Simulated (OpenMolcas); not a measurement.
# Pb⁺: effect of the basis set

```json
{"Program": "OpenMolcas", "Method": "XMS-CASPT2, IPEA 0.25 Eh, imaginary shift 0.1 Eh (closed shells correlated: 5d)", "Active space": "3 electrons in 4 orbitals (6s 6p)", "State averaging": "2S+1 = 4 odd, 1 root (0 in the spin-orbit step); 2S+1 = 2 odd, 3 roots; 2S+1 = 4 even, 3 roots; 2S+1 = 2 even, 9 roots", "Spin-orbit coupling": "RASSI with atomic mean-field integrals over the reference wave functions, term energies averaged over their components"}
```

A. ANO-R1 [7s6p4d2f], X2C, finite nucleus; CASPT2 step roughly 1.5 core-seconds
B. ANO-RCC-VTZP [8s7p5d3f2g], DKH2, point nucleus; CASPT2 step of the order of 1.9 core-seconds
C. ANO-RCC-VQZP [9s8p6d4f3g], DKH2, point nucleus; CASPT2 step about 5 core-seconds

Energies in cm-1 above 6s2 6p 2P* 1/2, the measured ground level; measured values from NIST Handbook of Basic Atomic Spectroscopic Data.

```
               Level       A      B       C  Measured
      6s2 6p 2P* 1/2     0.0    0.0     0.0       0.0
      6s2 6p 2P* 3/2   12960  12370   12390     14081
       6s 6p2 4P 1/2   58300  58960   59270     57910
       6s 6p2 4P 3/2   65190  65600   65890     66125
6s 6p2 4P 5/2 [74 %]   70790  69990   70620          
       6s 6p2 2D 3/2   83100  78650   80550          
6s 6p2 2D 5/2 [74 %]   87100  83000   84670     88972
6s 6p2 2P 1/2 [71 %]   89690  87590   87540          
       6s 6p2 2P 3/2  101800  99700   99740          
6s 6p2 2S 1/2 [69 %]  104020  99680  100170
```

Deviations, from unrounded energies. A percentage is the sum of absolute deviations over the sum of measured energies, with the sign that they share, or ± where signs differ.

```json
{"Against measurement": "mean absolute deviation (cm-1)", "Levels": "4", "A": "1100", "B": "2300", "C": "1900"}
{"Against measurement": "fine structure of the ground term (%)", "Levels": "1", "A": "-7.9", "B": "-12.1", "C": "-12.0"}
{"Against measurement": "other configurations (%)", "Levels": "3", "A": "±1.5", "B": "±3.5", "C": "±2.8"}
```

A lies closest to measurement on these levels and B furthest from it. The largest miss of A in the table is 6s 6p2 2D 5/2 [74 %], by -1900 cm-1. The ranking rests on the paired levels alone, and a cruder setting can come out closer through cancelling errors.

Among A to C the level of the table that moves most is 6s 6p2 2D 3/2, by 4400 cm-1 (lowest in B, highest in A). Moves below CASPT2's spread within the term are not significant.

CASPT2 does not keep the components of a term degenerate, so their means are used; among the terms shown or strongly mixed into the levels shown the widest spread is 2000 cm-1 (6s 6p2 2D, C). Over all roots computed the reference weight is 0.84 to 0.93 in B; the roots of lowest weight are the least certain, and an intruder state may touch them. Some high roots are left out of the spin-orbit mixing, which shifts the levels that they would mix with. Terms of s pⁿ other than that of highest spin mix with s² pⁿ⁻² d, which this space lacks; all of them can be thousands of cm-1 off, and some have no real level of that name. Spin-orbit splittings of 6p shells tend to come out small when the coupling is added on scalar orbitals. Computed and measured levels are paired by configuration, term and J; levels that our copy of the source lacks, or whose pairing is in doubt (as where it misses far off the trend of its configuration), stay unpaired and out of the deviations. Only configurations of the active space appear.

A share in square brackets marks a mixed level and gives the weight of the term that names it, the lowest over the columns. * marks odd parity.
